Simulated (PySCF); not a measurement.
The dipole of `C[Si](C)(C)CF` (TMS-CH2F) from its density and from atomic charges.

Coordinates (GFN2-xTB, Å) and charges (e) from the PBE0/pcSseg-1 density (PySCF):

```tsv
atom	x	y	z	Mulliken	IAO	Hirshfeld	ESP-fitted
C1	-0.974	0.663	-1.512	-0.6166	-0.7215	-0.2159	-0.6647
Si2	0.044	0.003	-0.043	+0.8662	+1.0686	+0.4121	+0.9061
C3	1.133	1.377	0.702	-0.6167	-0.7214	-0.2159	-0.6463
C4	1.087	-1.510	-0.551	-0.6231	-0.7260	-0.2165	-0.8188
C5	-1.189	-0.589	1.322	-0.1340	-0.2423	-0.0737	-0.1442
F6	-1.987	0.462	1.738	-0.3503	-0.3337	-0.1334	-0.2365
H7	-0.329	1.071	-2.285	+0.1342	+0.1525	+0.0399	+0.1507
H8	-1.577	-0.119	-1.965	+0.1343	+0.1529	+0.0404	+0.1466
H9	-1.647	1.454	-1.193	+0.1460	+0.1613	+0.0428	+0.1500
H10	1.745	1.005	1.519	+0.1342	+0.1528	+0.0403	+0.1408
H11	0.523	2.187	1.091	+0.1460	+0.1613	+0.0428	+0.1457
H12	1.803	1.798	-0.043	+0.1344	+0.1526	+0.0400	+0.1467
H13	0.464	-2.327	-0.902	+0.1355	+0.1533	+0.0405	+0.1771
H14	1.771	-1.254	-1.354	+0.1374	+0.1558	+0.0415	+0.1990
H15	1.681	-1.884	0.277	+0.1359	+0.1534	+0.0405	+0.1776
H16	-0.685	-0.958	2.219	+0.1183	+0.1402	+0.0374	+0.0846
H17	-1.871	-1.367	0.970	+0.1183	+0.1400	+0.0375	+0.0857
```

**Question.** What dipole does each set of charges give (1 e·Å = 4.803 D), and what does the density give?

**Answer.** The full density gives (1.32, -1.09, -0.90) D, 1.94 D in size; dipole vectors point from the negative to the positive end.

```tsv
scheme	μx	μy	μz	size (D)	share of the full size (%)	angle to the full dipole (°)
Mulliken	1.95	-1.83	-1.25	2.95	153	4
IAO	1.97	-1.87	-1.25	2.99	155	5
Hirshfeld	0.88	-0.64	-0.63	1.26	65	4
ESP-fitted	1.34	-1.08	-0.92	1.95	101	1
```

**Question.** Which set comes closest?

**Answer.** Length of the difference vector: ESP-fitted 0.03 D, Hirshfeld 0.69 D, Mulliken 1.03 D, IAO 1.08 D. Closest: ESP-fitted. The schemes that divide the density aren't constrained to reproduce the dipole.

**Question.** What is left for the Hirshfeld atoms' own dipoles?

**Answer.** The shares of the density sum to the whole, so what Σ q r misses lies in dipoles about the nuclei. The atomic dipoles sum to (1.32, -1.09, -0.90) − (0.88, -0.64, -0.63) = (0.44, -0.45, -0.27) D, 0.69 D in size.

**Question.** With the origin at the mean of the coordinates, (0.000, 0.001, -0.001) Å, which are the largest single terms, by size, of the ESP-fitted dipole along the direction of the full one?

**Answer.** C4 -7.27, F6 +2.76, H14 +2.43, H15 +1.77, H13 +1.74 D; all 17 atoms together +1.95 D. The single terms depend on the origin, their sum doesn't.

**Question.** Give the size of the full dipole in other units.

**Answer.** 1.94 D = 0.762 au = 0.403 e·Å = 6.46 × 10⁻³⁰ C·m.

Geometry: GFN2-xTB; no solvent, vibrations or thermal averaging.

Conformer computed: `[CH3:1][Si:2]([CH3:3])([CH3:4])[CH2:5][F:6]`: C1–Si2–C5–F6 -60°.
